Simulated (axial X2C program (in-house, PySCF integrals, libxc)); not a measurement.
Nuclear properties of WTe⁺

Calculated with an in-house all-electron X2C program for linear molecules (integrals from PySCF): two-component X2C with atomic mean-field Coulomb and Gaunt terms, Gaussian nuclei, basis W dyall-cv3z, Te dyall-cv3z with contracted cores.

R = 2.433 Å (near the PBE0 minimum at charge 1 of the determinant lowest at the starting distance; the state shown can have its own minimum elsewhere).

Determinant lowest in the PBE0 search, Ω = 3/2 (⟨Sz⟩ = 1.49, ⟨Lz⟩ = 0.01 at PBE0), spin on the atoms W 2.05, Te -0.57:

```csv
level,Eeff magnitude (GV/cm),Ws magnitude W (kHz),Ws magnitude Te (kHz),A∥/gI W (MHz),qzz W (a.u.),A∥/gI Te (MHz),qzz Te (a.u.)
PBE0,2.79,1.16,0.24,2970,1.04,293,-3.20
HF,13.6,7.88,1.96,2150,-1.52,213,-7.08
LDA,8.82,4.65,0.244,3220,1.54,185,-2.16
r2SCAN,6.96,4.54,0.409,3450,1.17,293,-2.97
TPSSh,4.01,1.89,0.0779,2930,1.23,258,-2.67
```

Eeff is the effective electric field on the electron electric dipole moment in this Ω state and Ws the scalar–pseudoscalar constant of the nucleus named (defined with the proton number Z and per Ω); A∥ (defined per Ω) follows by multiplying with gI = μI/(I μN); qzz is the electric field gradient, eQq0 = 234.96 MHz × Q/barn × qzz. The operators were transformed with the bare-nucleus X2C matrices; with these basis sets, hyperfine constants and field gradients can be off by tens of per cent, and where levels differ in sign neither size nor sign is settled.

Q: With gI(183W) = 0.2356, gI(125Te) = -1.7770 (g factors from the IAEA table of nuclear moments by Stone), turn the PBE0 values of the first state into constants in MHz.

A: A∥(183W) = 2970 × 0.2356 = 700 MHz; A∥(125Te) = 293 × -1.7770 = -521 MHz.

Each state is one determinant with collinear spin, which with several unpaired electrons need not be a pure state. Unrestricted Hartree–Fock can overshoot spin polarisation at the nuclei. In the state Ω = 3/2 the sign of Eeff differs between levels (HF against PBE0). This is the top spin component of a Σ state; components of lower Ω are not single determinants and can lie lower. With several open shells hyperfine constants can be off by a factor of several. Where Eeff spreads by more than a factor of two the levels disagree and none is to be relied on. In the state Ω = 3/2 the atomic spins oppose each other (2.05, -0.57): a broken-symmetry determinant whose values are not spin-projected. The search compared states at one distance, so a state with another bond length can lie lower. The sign of Ws at W differs between levels in the first state. The sign of Ws at Te differs between levels in the first state. Further determinants of the search, some of them spin-mixed, are not shown. Where a field gradient or hyperfine factor spreads by more than a factor of two over the levels, a constant derived from it is not to be relied on.
